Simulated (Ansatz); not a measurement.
Program: Ansatz. Geometries: PBE0-D4/def2-TZVP. ΔE: electronic, gas phase. CCSD(T)/CBS adds triple-zeta CCSD(T) − MP2 to the extrapolated MP2 energy (def2 sets, frozen cores). DFT in def2-TZVPP. B3LYP here is the variant with VWN-RPA as its local correlation; programs differ in this. One conformer a species, not always the lowest.

`CN[SiH2]CCl` → `CCN[SiH2]Cl`  (isomerisation)

(1) Is it downhill or uphill in electronic energy at CCSD(T)/CBS, and by how much? (Estimate.)

(2) What do these levels give: B2PLYP, B3LYP, HF/def2-QZVPP, MP2/def2-QZVPP, HF/CBS(def2), CCSD/CBS(def2)? (An estimate is asked.)

Largest T1 diagnostic among the species: 0.010.

Answers

(1) Computed: Downhill: ΔE = -1.57 eV.

(2) Computed: B2PLYP -1.56, B3LYP -1.53, HF/def2-QZVPP -1.62, MP2/def2-QZVPP -1.61, HF/CBS(def2) -1.62, CCSD/CBS(def2) -1.58 eV.

From PBE to PBE0 (25 % exact exchange), in def2-TZVPP and without D4, ΔE moves by −0.05 eV.
